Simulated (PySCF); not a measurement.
## Ionisation energy of Ge by level of theory

Ge [Ar] 3d10 4s2 4p2 (3P) → Ge⁺ [Ar] 3d10 4s2 4p1 (2P), as a difference of total energies. All numbers are calculated (PySCF 2.14, the non-relativistic Hamiltonian (point nucleus), in def2-QZVPPD (12s7p5d4f1g, 95 functions)). Correlated levels: valence: [Ar] 3d10 frozen. The calculations carry no spin-orbit coupling.

```tsv
method	ionisation energy (eV)
UHF	7.434
MP2 (valence)	7.808
SCS-MP2 (valence)	7.732
CCSD (valence)	7.824
CCSD(T) (valence)	7.858
```

Problem. How much does correlation contribute at CCSD(T) (valence)?

Solution. 7.858 − (7.434) = 0.424 eV, measured against UHF.

These non-relativistic numbers lack the scalar-relativistic shift.

Errors of the correlated levels include the incompleteness of this basis and the frozen core.

For comparison: 7.925 eV (measured; NIST levels, between the centres of gravity of the two terms).
